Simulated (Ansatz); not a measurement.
Consider the ligand exchange at the Si–N bond: `N[SiH2]N` + `[OH][SnH3]` → `N[SiH2][O][SnH3]` + NH₃.

Computed with Ansatz on PBE0-D4/def2-TZVP structures; ΔE is electronic, products minus reactants. CCSD(T)/CBS adds triple-zeta CCSD(T) − MP2 to the extrapolated MP2 energy (def2 sets, frozen cores). This one scheme is used for every species. def2 core potentials past Kr. For Sn outer-core shells are correlated without core-valence functions, which leaves a few kJ/mol of doubt a bond. One conformer a species, not always the lowest.

| species | CCSD/def2-TZVPP energy (Eh) |
| --- | --- |
| `N[SiH2]N` | -402.04425 |
| `[OH][SnH3]` | -291.16411 |
| `N[SiH2][O][SnH3]` | -636.76696 |
| NH₃ | -56.46834 |

Task: Work out ΔE.

Result: ΔE = (-636.76696) + (-56.46834) − (-402.04425) − (-291.16411) = -0.02694 Eh = -0.73 eV. CCSD(T)/CBS gives -0.74 eV.

Largest T1 diagnostic among the species: 0.014.

The D4 term adds −0.08 eV with B3LYP and −0.04 eV with PBE0; it sums over pairs of atoms, weighted by their polarisabilities, and B3LYP, whose exchange is more repulsive, gets the larger term.

B3LYP here is the variant with VWN-RPA as its local correlation; programs differ in this.
